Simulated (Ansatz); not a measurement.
Several settings on one geometry of ScCl₃ (that of the charge 0 singlet, B3LYP-D4/def2-SVP). Ansatz on 2 threads of Intel Xeon 6975P-C on a shared host; times are rough.

Cartesian coordinates in Å:
```
Sc 0.000 0.000 -0.006
Cl 2.271 -0.025 0.022
Cl -1.114 1.979 -0.012
Cl -1.158 -1.954 -0.004
```

Totals from different functionals, basis sets or treatments of relativity can't be compared as stabilities.

DK, ANO-RCC and x2c sets are all-electron and run with scalar relativity unless a key says otherwise.

Give the basis size and estimate the energy, ⟨S²⟩, dipole and time of these runs.

| run | method | charge | state | further keys |
| --- | --- | --- | --- | --- |
| 1 | RKS ωPBEh/ANO-RCC-VTZP | 0 | singlet | scf: {omitted_lower_state_checks: [starts]} |
| 2 | RKS B97M-V/aug-cc-pVDZ | 0 | singlet | scf: {lower_state_search: off} |
| 3 | RKS PBEsol/pcseg-2 | 0 | singlet | scf: {omitted_lower_state_checks: [starts]}; forces asked |
| 4 | RKS B97/def2-SVP | 0 | singlet | scf: {lower_state_search: light}; forces asked |


```
run  functions  energy (Eh)  ⟨S²⟩  dipole (D)  wall time
  1        161   -2148.9084     –           –      4.3 s
  2        140   -2141.0607     –           –      2.8 s
  3        158   -2137.9199     –        0.05      1.4 s
  4         85   -2140.7597     –        0.05      2.9 s
```
